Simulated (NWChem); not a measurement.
System: C₂H₄F, doublet; SMILES F[CH]C

Results from NWChem. Spin-unrestricted. All runs use the structure optimised with PBE-D3(BJ)/def2-SVP, spin-unrestricted. No stability test was run on the SCF state. Total energies compare along this basis series because the functional is fixed.

```tsv
level	basis functions	energy (Ha)	highest occupied level (eV)	lowest empty minus highest occupied level, either spin (eV)	dipole (D)	relative time
B3LYP/def2-SVP	62	-178.2607	-5.38	4.21	1.52	1
B3LYP/def2-SVPD	95	-178.2769	-5.68	4.13	1.68	2
B3LYP/def2-TZVP	117	-178.4752	-5.58	4.12	1.62	5
B3LYP/def2-TZVPD	150	-178.4767	-5.62	4.08	1.64	10
B3LYP/def2-TZVPP	149	-178.4767	-5.58	4.12	1.61	8
```

The last column is a rough cost ratio, cheapest run = 1.
